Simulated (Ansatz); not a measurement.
The cluster ZrAg4⁺, relaxed as a doublet with UKS r2SCAN-D4/def2-SVP in Ansatz, starting from the GFN2-xTB geometry. Force threshold 0.02 eV/Å.

In the def2 sets Ag, Zr take a core potential; there is no spin–orbit coupling. Another isomer (doublet) lies 0.29 eV lower at PBE0-D4/def2-TZVP; other spin states weren't run for this one.

Start:

```
atom   x (Å)   y (Å)   z (Å)
 Zr1  -1.066   0.962   0.564
 Ag2   1.132  -1.163  -0.238
 Ag3   1.308   1.328  -1.284
 Ag4   0.533  -0.440   2.580
 Ag5  -1.906  -0.688  -1.622
```

Task: Estimate the energy that the relaxation releases and the steps that it takes.

Result: 13.5 kcal/mol, in 9 steps; 2.1 min on 4 threads of Arm Neoverse V1 on a shared host. No frequencies were taken in this run, so the end may be a saddle point.

Task: Does the start keep its bonding?

Result: By distances, no bond broke or formed, bridged metal pairs apart. The bond that changes most is Ag2–Ag5, from 3.37 to 2.79 Å (atoms count from 1). Metal–metal contacts that move far: Ag2–Ag5 3.37 to 2.79 Å.

Task: Predict the relaxed structure.

Result: 
```xyz
5

Zr   -0.804    1.032    0.355
Ag    0.849   -1.081   -0.364
Ag    1.432    1.535   -1.130
Ag    0.343   -0.495    2.310
Ag   -1.819   -0.991   -1.172
```
Bond lengths (bridged metal pairs left out): 4 × Ag–Zr 2.73 to 2.78 Å; 3 × Ag–Ag 2.78 to 2.79 Å.
